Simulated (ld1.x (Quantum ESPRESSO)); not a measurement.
## Mn (Z = 25): one change to an ultrasoft potential, before and after

manganese, ultrasoft, made with ld1.x (Quantum ESPRESSO) 7.5 (PBE, scalar-relativistic). Core [Ne], reference 3s2 3p6 3d5 4s1 4p0 (charge +1). Waves: 3s (bound): rcut 1.15, rcutus 1.25 bohr; 4s (bound): rcut 1.15, rcutus 1.25 bohr; 3p (bound): rcut 1.80, rcutus 1.90 bohr; 4p (bound, empty): rcut 1.80, rcutus 1.90 bohr; 3d (bound): rcut 0.85, rcutus 1.10 bohr; 3d channel at 1 Ry: rcut 0.85, rcutus 1.10 bohr. Local part: all-electron potential smoothed inside 0.90 bohr (lloc = -1). Core correction: none. Augmentation charge: PSQ, radius 0.60 bohr.

Change: core correction a·sin(br)/r model core inside 0.42 bohr.

Cutoffs: the cutoffs (Ry, on a coarse ladder) from which the occupation-weighted sum of valence levels, in a spherical-Bessel basis at the reference potential, stays within 10 and 1 mRy of its value at 400 Ry; they do not see the model core or the augmentation charge, which bear on the density cutoff. Errors are all-electron minus pseudo energies relative to the spin-unpolarised reference configuration.

Task: What does the change do?

Result: The potential gets neither clearly harder nor softer (90 Ry and 140 Ry → 90 Ry and 140 Ry); of the 7 tests that both files solve, the error grows in 2 and shrinks in 3 by more than 15 % and 0.3 meV (median size 1.0 → 0.8 meV); neither file shows a bound ghost. A model core, the more so a compact one, raises the density cutoff, which this test does not measure.

| quantity | base | changed |
| --- | --- | --- |
| cutoff, loose | 90 Ry | 90 Ry |
| cutoff, tight | 140 Ry | 140 Ry |
| bound ghosts | none | none |
| error for 3s2 3p6 3d5 4s2 4p0, meV [ΔE -8.42 eV] | +1.0 | +0.6 |
| error for 3s2 3p6 3d5 4s0 4p0, meV [ΔE 15.60 eV] | -0.2 | -1.1 |
| error for 3s2 3p6 3d4 4s0 4p0, meV [ΔE 48.12 eV] | -4.1 | -4.8 |
| error for 3s2 3p6 3d5 4s1.5 4p0, meV [ΔE -5.06 eV] | +0.5 | +0.4 |
| error for 3s2 3p6 3d4 4s2 4p1, meV [ΔE -0.61 eV] | +6.6 | +0.8 |
| error for 3s2 3p6 3d5.5 4s1.5 4p0, meV [ΔE -8.90 eV] | 0.0 | 0.0 |
| error for 3s1 3p6 3d5 4s2 4p0, meV [ΔE 85.09 eV] | +27 | -18 |
| s: phases at 2.04 bohr within 0.05 rad from the reference energy up to (Ry; the scan ends near 5) | to the end of the scan | to the end of the scan |
| p: phases at 2.04 bohr within 0.05 rad from the reference energy up to (Ry; the scan ends near 5) | 4.8 | 4.8 |
| d: phases at 2.04 bohr within 0.05 rad from the reference energy up to (Ry; the scan ends near 5) | to the end of the scan | to the end of the scan |
| lowest overlap eigenvalue by channel | s 0.05, p 0.74, d 0.91 | s 0.05, p 0.74, d 0.91 |
